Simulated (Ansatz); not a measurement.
Consider the ligand exchange at the Si–C bond: `FC(F)(Cl)C[SiH3]` + `BO[SiH2]S` → `BO[SiH2]S[SiH3]` + `CC(F)(F)Cl`.

Calculated with Ansatz (gas phase, PBE0-D4/def2-TZVP geometries, no zero-point term in ΔE). CBS: MP2 limit from def2 TZ/QZ plus the TZ coupled-cluster correction, frozen cores. One conformer a species, not always the lowest.

`FC(F)(Cl)C[SiH3]`:

Z-matrix (Å, degrees):
```
C
F 1 1.344
Cl 1 1.785 2 107.4
F 1 1.344 2 106.8 3 115.0
C 1 1.500 2 111.3 3 -123.4
Si 5 1.896 1 114.7 2 -59.6
H 5 1.092 1 108.2 2 62.4
H 5 1.092 1 108.3 2 178.4
H 6 1.483 5 110.6 1 60.9
H 6 1.485 5 106.6 1 179.8
H 6 1.483 5 110.6 1 -61.3
```

`BO[SiH2]S`:

Cartesian coordinates in Å:
```
B 0.236 1.803 -0.357
O -0.425 0.738 0.142
Si -0.335 -0.873 -0.224
S 0.895 -1.931 1.144
H 1.019 1.655 -1.260
H 0.012 2.879 0.119
H -1.725 -1.374 -0.177
H 0.298 -1.064 -1.550
H 0.024 -1.831 2.163
```

`BO[SiH2]S[SiH3]`:

```xyz
12

B     0.908    1.884   -0.794
O     1.505    0.679   -0.718
Si    1.040   -0.902   -0.648
S    -1.050   -1.192   -0.885
Si   -1.622   -0.662    1.111
H     1.613    2.853   -0.811
H    -0.289    1.967   -0.842
H     1.485   -1.414    0.669
H     1.699   -1.606   -1.768
H    -1.518   -1.836    2.013
H    -3.027   -0.193    1.050
H    -0.744    0.421    1.624
```

`CC(F)(F)Cl`:

Cartesian coordinates in Å:
```
C -0.356 0.716 -0.178
C 0.247 -0.599 0.213
F 0.796 -0.532 1.437
F -0.688 -1.562 0.258
Cl 1.513 -1.118 -0.927
H 0.416 1.484 -0.193
H -1.120 0.976 0.556
H -0.808 0.634 -1.165
```

```tsv
species	SCS-MP2/def2-TZVPP energy (Eh)
`FC(F)(Cl)C[SiH3]`	-1027.23458
`BO[SiH2]S`	-789.74440
`BO[SiH2]S[SiH3]`	-1080.00587
`CC(F)(F)Cl`	-737.00079
```

Task: Work out ΔE.

Result: ΔE = (-1080.00587) + (-737.00079) − (-1027.23458) − (-789.74440) = -0.02768 Eh = -72.7 kJ/mol. CCSD(T)/CBS gives -74.8 kJ/mol.

Largest T1 diagnostic among the species: 0.013.

The D4 term adds −5.4 kJ/mol with B3LYP and −2.9 kJ/mol with PBE0; it sums over pairs of atoms, weighted by their polarisabilities, and B3LYP, whose exchange is more repulsive, gets the larger term.

B3LYP here is the variant with VWN-RPA as its local correlation; programs differ in this.
